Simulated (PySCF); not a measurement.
CH₈O₃Si₃.
SMILES with atom numbers: `[CH3:1][SiH:2]1[O:3][SiH2:4][O:5][SiH2:6][O:7]1` (hydrogens: H8, H9, H10 on C1; H11 on Si2; H12, H13 on Si4; H14, H15 on Si6)

Geometry (PBE0-D3(BJ)/def2-SVP, Å), atoms numbered from 1 in this order:
```xyz
15
CH8O3Si3 angstrom
C      2.446    0.547    0.003
Si     0.843    0.119    0.827
O     -0.312    1.267    0.464
Si    -1.828    1.173   -0.206
O     -2.101   -0.419   -0.605
Si    -1.161   -1.783   -0.466
O      0.271   -1.337    0.245
H      2.843    1.496    0.396
H      2.303    0.655   -1.083
H      3.194   -0.240    0.179
H      0.972    0.023    2.306
H     -2.846    1.614    0.783
H     -1.877    2.008   -1.435
H     -1.862   -2.777    0.389
H     -0.890   -2.337   -1.819
```

Theory: core-valence-separated Tamm–Dancoff BHandHLYP/aug-pcX-1 (pcseg-1 on H, def2-SVPD on Si) in PySCF, non-relativistic, gas phase, PBE0-D3(BJ)/def2-SVP geometry. The energies are unshifted.

The lowest roots of each edge with f over 0.003 (five at most, numbered afresh; weaker and dark ones are left out), with transition dipoles (au) in the frame of the coordinates:

```tsv
root	edge	E (eV)	μx	μy	μz
1	C	285.19	-0.0235	-0.0066	0.0122
2	C	285.92	-0.0268	-0.0246	-0.0578
3	C	285.94	0.0254	-0.0617	0.0152
4	C	286.86	0.0192	0.0048	-0.0119
5	C	287.17	-0.0301	-0.0082	0.0161
6	O	533.28	-0.0282	-0.0050	-0.0141
7	O	533.36	-0.0057	0.0383	0.0045
8	O	533.36	-0.0168	0.0038	-0.0061
9	O	533.93	-0.0061	0.0264	0.0027
10	O	534.05	0.0122	0.0147	-0.0246
```

What are the oscillator strengths?

f = (2/3) ΔE |μ|², with ΔE in hartree (27.2114 eV):

```csv
root,ΔE (Eh),|μ|² (au),f,core hole on
1,10.4805,0.000745,0.005,C1
2,10.5073,0.004664,0.033,C1
3,10.5082,0.004683,0.033,C1
4,10.5420,0.000533,0.004,C1
5,10.5534,0.001232,0.009,C1
6,19.5977,0.001019,0.013,O5
7,19.6005,0.001520,0.020,O3/O7
8,19.6005,0.000334,0.004,O3/O7
9,19.6217,0.000741,0.010,O5
10,19.6260,0.000970,0.013,O3/O7
```

Molecules are fixed in this frame and the field points along (1, 0, −1)/√2. What effective strengths 3 f cos²θ do the roots have (θ between field and μ)?

root 1 (C1): 0.013, root 2 (C1): 0.010, root 3 (C1): 0.001, root 4 (C1): 0.010, root 5 (C1): 0.023, root 6 (O5): 0.004, root 7 (O3/O7): 0.002, root 8 (O3/O7): 0.002, root 9 (O5): 0.002, root 10 (O3/O7): 0.027. Root 10 is the strongest. Averaged over all orientations cos²θ is 1/3, which gives f back. For degenerate partners only the sum has meaning, as the program may mix them freely.

The run took 22 s of wall time on one thread, Arm Neoverse V2 (aarch64), shared host, and the process peaked at 0.93 GiB of memory.
